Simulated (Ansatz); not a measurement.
`COCCCl` and `CO[CH2][GaH][OH]` differ in one atom or group.

Ansatz, PBE0-D4/def2-TZVP geometries, multiplicity 1. Each molecule was computed in one conformer, which needn't be the lowest.

Scalar relativity is left out up to krypton.

```
                                        property  `COCCCl`
  size of the dipole moment (PBE/def2-TZVPP) / D      1.71
           LUMO energy (ωB97M-V/def2-TZVPP) / eV      2.49
size of the dipole moment (B3LYP/def2-TZVPP) / D      1.75
            HOMO–LUMO gap (PBE0/def2-TZVPP) / eV      8.38
               LUMO energy (PBE/def2-TZVPP) / eV     -0.39
              LUMO energy (PBE0/def2-TZVPP) / eV      0.68
```

**Question.** Give the same properties after the change, and the shifts. (An estimate is asked.)

**Answer.** Computed: 
```tsv
property	`CO[CH2][GaH][OH]`	shift
size of the dipole moment (PBE/def2-TZVPP) / D	1.12	-0.59
LUMO energy (ωB97M-V/def2-TZVPP) / eV	0.81	-1.68
size of the dipole moment (B3LYP/def2-TZVPP) / D	1.27	-0.48
HOMO–LUMO gap (PBE0/def2-TZVPP) / eV	6.00	-2.38
LUMO energy (PBE/def2-TZVPP) / eV	-1.64	-1.25
LUMO energy (PBE0/def2-TZVPP) / eV	-0.86	-1.54
```

With PBE0 the HOMO rises by 0.84 eV and the LUMO falls by 1.54 eV, so the gap narrows by about 2.38 eV. PBE moves the HOMO by 0.66 eV and ωB97M-V by 0.93 eV. Dipoles are sizes alone; their direction can turn.

B3LYP here is the variant with VWN-RPA as its local correlation; programs differ in this.
